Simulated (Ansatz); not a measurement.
Relaxation of [Ce(NH3)6]3+ (CeN6H18³⁺) with UKS PBE-D4/def2-SVP.

```sh
$ ansatz run in.yaml --threads 4 --pin off --events-out ev --progress --plain --max-ram 6963MiB
```

```yaml
crystal:
  periodic: [false, false, false]
  atoms:
    - {symbol: Ce, position_ang: [0.001540, -0.003940, 0.003350]}
    - {symbol: N, position_ang: [0.002000, 0.012040, 2.625690]}
    - {symbol: H, position_ang: [0.846400, 0.414330, 3.054350]}
    - {symbol: H, position_ang: [-0.077000, -0.914890, 3.065360]}
    - {symbol: H, position_ang: [-0.767070, 0.549300, 3.048920]}
    - {symbol: N, position_ang: [-0.022140, -0.011560, -2.625950]}
    - {symbol: H, position_ang: [-0.847310, -0.460790, -3.045590]}
    - {symbol: H, position_ang: [0.770820, -0.501570, -3.061440]}
    - {symbol: H, position_ang: [-0.002670, 0.919090, -3.064640]}
    - {symbol: N, position_ang: [2.627890, -0.011950, 0.019110]}
    - {symbol: H, position_ang: [3.061060, 0.920740, -0.020750]}
    - {symbol: H, position_ang: [3.058850, -0.514720, -0.768720]}
    - {symbol: H, position_ang: [3.056630, -0.444840, 0.848520]}
    - {symbol: N, position_ang: [-2.622820, 0.018270, -0.033250]}
    - {symbol: H, position_ang: [-3.039580, 0.577820, -0.789640]}
    - {symbol: H, position_ang: [-3.066490, 0.389370, 0.817880]}
    - {symbol: H, position_ang: [-3.054730, -0.908600, -0.148570]}
    - {symbol: N, position_ang: [0.017780, 2.620840, 0.010290]}
    - {symbol: H, position_ang: [0.297840, 3.038670, 0.908210]}
    - {symbol: H, position_ang: [-0.891890, 3.058850, -0.190020]}
    - {symbol: H, position_ang: [0.652920, 3.057990, -0.671160]}
    - {symbol: N, position_ang: [-0.001150, -2.628220, 0.007330]}
    - {symbol: H, position_ang: [-0.224660, -3.050660, -0.904080]}
    - {symbol: H, position_ang: [-0.673720, -3.065960, 0.651460]}
    - {symbol: H, position_ang: [0.897500, -3.059630, 0.263330]}
basis:
  gaussian: {orbitals: def2-SVP}
total_charge: 3
magnetization: {spin_polarized: true, initial_magnetization: 1}
hamiltonian: {xc: pbe, dispersion: d4}
scf: {lower_state_search: "off"}
output: {orbitals: {seedname: orbitals}}
relax: {f_tol: 0.03, max_steps: 70}
```

Run time 40 s (4 threads of Arm Neoverse V2 on a shared host), peak host memory 0.57 GiB.

Positions (Å) and forces (eV/Å) at steps 1, 2, 4 of 4:

```xyz
25
step=1 energy=-22121.3336 eV
Ce    0.002   -0.004    0.003    0.009    0.006   -0.023
N     0.002    0.012    2.626   -0.018    0.008   -0.459
H     0.846    0.414    3.054    0.259    0.127    0.203
H    -0.077   -0.915    3.065   -0.025   -0.287    0.199
H    -0.767    0.549    3.049   -0.223    0.159    0.205
N    -0.022   -0.012   -2.626    0.004    0.000    0.472
H    -0.847   -0.461   -3.046   -0.250   -0.140   -0.197
H     0.771   -0.502   -3.061    0.243   -0.154   -0.207
H    -0.003    0.919   -3.065    0.005    0.287   -0.190
N     2.628   -0.012    0.019   -0.461   -0.001   -0.011
H     3.061    0.921   -0.021    0.197    0.278   -0.013
H     3.059   -0.515   -0.769    0.203   -0.148   -0.232
H     3.057   -0.445    0.849    0.193   -0.132    0.248
N    -2.623    0.018   -0.033    0.460   -0.003    0.010
H    -3.040    0.578   -0.790   -0.194    0.170   -0.230
H    -3.066    0.389    0.818   -0.202    0.112    0.255
H    -3.055   -0.909   -0.149   -0.203   -0.280   -0.036
N     0.018    2.621    0.010   -0.008   -0.452    0.003
H     0.298    3.039    0.908    0.081    0.202    0.264
H    -0.892    3.059   -0.190   -0.269    0.193   -0.053
H     0.653    3.058   -0.671    0.198    0.195   -0.207
N    -0.001   -2.628    0.007    0.003    0.461   -0.004
H    -0.225   -3.051   -0.904   -0.064   -0.207   -0.270
H    -0.674   -3.066    0.651   -0.208   -0.198    0.196
H     0.897   -3.060    0.263    0.270   -0.196    0.074
25
step=2 energy=-22121.3030 eV rejected
Ce    0.003   -0.001   -0.003   -0.025   -0.023    0.009
N    -0.013    0.027    2.716    0.014   -0.052   -0.427
H     0.844    0.418    3.146    0.064    0.041    0.050
H    -0.081   -0.917    3.136   -0.012   -0.054    0.069
H    -0.775    0.551    3.183   -0.046    0.033   -0.011
N    -0.016   -0.026   -2.709   -0.003    0.071    0.408
H    -0.845   -0.464   -3.148   -0.068   -0.044   -0.028
H     0.779   -0.500   -3.175    0.064   -0.042   -0.009
H    -0.001    0.924   -3.122    0.003    0.051   -0.076
N     2.714   -0.018    0.000   -0.422    0.006    0.025
H     3.152    0.920   -0.022    0.046    0.074   -0.004
H     3.177   -0.515   -0.782    0.010   -0.040   -0.062
H     3.131   -0.456    0.840    0.063   -0.035    0.058
N    -2.712    0.014   -0.033    0.438    0.008   -0.002
H    -3.132    0.580   -0.791   -0.053    0.043   -0.063
H    -3.159    0.390    0.821   -0.040    0.032    0.075
H    -3.162   -0.911   -0.149   -0.031   -0.079   -0.013
N     0.022    2.711    0.026   -0.001   -0.419   -0.047
H     0.304    3.168    0.911    0.017   -0.004    0.062
H    -0.894    3.145   -0.185   -0.073    0.055   -0.004
H     0.654    3.138   -0.675    0.051    0.062   -0.043
N     0.000   -2.716   -0.006    0.006    0.419    0.039
H    -0.217   -3.183   -0.905   -0.012    0.009   -0.054
H    -0.677   -3.139    0.653   -0.056   -0.060    0.038
H     0.902   -3.141    0.273    0.066   -0.051    0.009
25
step=4 energy=-22121.3770 eV
Ce    0.001   -0.002    0.000    0.001    0.002    0.000
N    -0.009    0.018    2.644   -0.001    0.000    0.006
H     0.853    0.387    3.089    0.000    0.000    0.001
H    -0.124   -0.909    3.095   -0.001    0.000    0.001
H    -0.758    0.585    3.086   -0.001    0.001    0.001
N    -0.028   -0.015   -2.645    0.000   -0.001   -0.006
H    -0.832   -0.507   -3.079   -0.001    0.000   -0.001
H     0.790   -0.462   -3.101    0.000    0.000    0.000
H    -0.060    0.920   -3.094   -0.001    0.001    0.000
N     2.645   -0.017    0.009    0.006    0.000   -0.001
H     3.094    0.919    0.006    0.001    0.000   -0.001
H     3.094   -0.490   -0.799    0.001   -0.001   -0.001
H     3.087   -0.483    0.824    0.001   -0.001    0.000
N    -2.643    0.016   -0.037   -0.007   -0.001    0.001
H    -3.076    0.597   -0.781    0.000    0.000   -0.001
H    -3.102    0.365    0.826    0.000    0.000    0.000
H    -3.091   -0.910   -0.178   -0.001    0.000   -0.001
N     0.028    2.642    0.015    0.001    0.006    0.000
H     0.355    3.078    0.899    0.001    0.001    0.001
H    -0.893    3.097   -0.139   -0.001    0.001    0.001
H     0.630    3.091   -0.701    0.001    0.001    0.000
N     0.007   -2.645    0.014    0.000   -0.007    0.001
H    -0.156   -3.095   -0.907    0.001   -0.001    0.000
H    -0.706   -3.095    0.620    0.000    0.000    0.000
H     0.892   -3.086    0.332    0.001    0.000    0.001
```

In the def2 sets Ce takes a core potential; there is no spin–orbit coupling. With an open 4f shell the SCF may have ended on a state above the lowest.
